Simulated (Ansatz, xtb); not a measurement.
**Relative energy of two structures of Al2FH5Si**

Structure I is `[F][AlH][AlH][SiH3]`, a singlet and structure II is a singlet given by its coordinates. Both are isolated molecules in the gas phase, relaxed with BLYP-D3(BJ)/def2-SVP; the shapes shown needn't be the lowest conformers.

I (Å):

```yaml
atoms:
  - { symbol: Al, position_ang: [-2.3159, -2.7875, -0.8396] }
  - { symbol: Al, position_ang: [-2.9765, -0.5496, 0.2959] }
  - { symbol: F, position_ang: [-1.9644, -4.0795, 0.1953] }
  - { symbol: Si, position_ang: [-1.3327, 1.1700, 0.9930] }
  - { symbol: H, position_ang: [-2.1545, -3.1357, -2.3945] }
  - { symbol: H, position_ang: [-4.5172, -0.2000, 0.5829] }
  - { symbol: H, position_ang: [-1.5995, 2.4751, 0.2864] }
  - { symbol: H, position_ang: [0.0934, 0.7865, 0.7015] }
  - { symbol: H, position_ang: [-1.4341, 1.4381, 2.4729] }
```

II (Å):

```xyz
9

Al   -1.3815   -2.6162   -1.4770
Al   -0.9307   -0.4686    0.6551
F    -0.8802   -2.4130    0.2513
Si   -1.6713   -0.1990   -1.7284
H    -1.3477   -4.1730   -1.8229
H    -3.0954    0.0848   -2.1278
H    -0.7681    0.2925   -2.8287
H    -2.0881   -0.3632    1.7470
H     0.6009   -0.1260    0.9379
```

Close contacts (Å): Al1–F3 1.81, Al1–Si4 2.45, Al2–F3 1.99, Al2–Si4 2.51, Al1–H5 1.60, Al2–H8 1.59, Al2–H9 1.59, Si4–H6 1.51, Si4–H7 1.51.

Problem. Estimate which is lower in electronic energy at CCSD(T)/def2-SVP + ΔMP2/def2-TZVPP, and by roughly how much.

Solution. The CCSD(T)/def2-SVP + ΔMP2/def2-TZVPP calculation puts structure II lower, by 37.2 kJ/mol.

The same difference at several levels:

```csv
level,geometry,E(II) − E(I) (kJ/mol),departure from the last row (kJ/mol),"job, with rough time for the two"
BLYP-D3(BJ)/def2-SVP,BLYP-D3(BJ)/def2-SVP,−56.3,−19.1,"optimisation, 7.3 min"
HF/def2-SVP,BLYP-D3(BJ)/def2-SVP,−36.4,+0.8,part of the CCSD(T) run
MP2/def2-SVP,BLYP-D3(BJ)/def2-SVP,−59.1,−21.9,part of the CCSD(T) run
CCSD(T)/def2-SVP,BLYP-D3(BJ)/def2-SVP,−55.5,−18.3,single point
CCSD(T)/def2-SVP + ΔMP2/def2-TZVPP,BLYP-D3(BJ)/def2-SVP,−37.2,,"single point, 59 s"
```

None of the levels shown reverses the order. The largest departure from CCSD(T)/def2-SVP + ΔMP2/def2-TZVPP is that of MP2/def2-SVP, 21.9 kJ/mol. Levels run at GFN2-xTB geometries aren't shown. The last row adds to CCSD(T) the change of the MP2 difference between the two basis sets, here +18.3 kJ/mol, a large step that makes the value less sure.

With harmonic frequencies from BLYP-D3(BJ)/def2-SVP (ideal gas, rigid rotor, one conformer each, 298.15 K, 1 atm): on the last row, ΔE + ΔZPE = −37.3 kJ/mol. A mode under 50 cm⁻¹ makes harmonic enthalpies and free energies unreliable, so none is given.

The correlated steps freeze 16 core orbitals. Programs: Ansatz 0.2.0; the last row on 1 thread of Intel(R) Xeon(R) Processor @ 2.50GHz (Skylake/Cascade Lake) on a shared host.
